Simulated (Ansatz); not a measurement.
A structure drawn as `COCBCl`, with this starting geometry:

```xyz
11

C    -0.428   -1.433   -0.389
O     0.149   -0.404   -1.041
C    -0.182    0.777   -0.397
B     0.950    1.272    0.670
Cl    0.582    1.424    2.420
H    -1.560   -1.465   -0.445
H    -0.144   -1.508    0.711
H    -0.122   -2.404   -0.830
H    -1.136    0.791    0.168
H    -0.213    1.616   -1.134
H     2.106    1.334    0.267
```

Total charge 0; spin multiplicity 1.

Q: Relax it with Ansatz at PBE-D4/def2-SVP and then PBE0-D4/def2-TZVP. Is the drawn bonding still there?

A: Yes, every drawn bond is still there and no new one forms.

Q: Give the relaxed structure. (Best estimate.)

A: Computed: 
Z-matrix (Å, degrees):
```
C
O 1 1.400
H 1 1.090 2 107.6
H 1 1.100 2 111.4 3 -119.4
H 1 1.100 2 111.9 3 119.3
C 2 1.410 1 112.2 3 -178.7
B 6 1.562 2 115.5 1 73.7
H 6 1.100 2 106.8 1 -167.4
H 6 1.105 2 111.2 1 -53.8
Cl 7 1.747 6 118.6 2 -179.9
H 7 1.192 6 124.0 2 2.2
```
All modes are real.

Atoms count as bonded under 1.1 times the sum of their covalent radii (H–H under 0.85 Å, pairs among N, O and F under 1.55 Å), and a drawn bond as lost past 1.3 times.
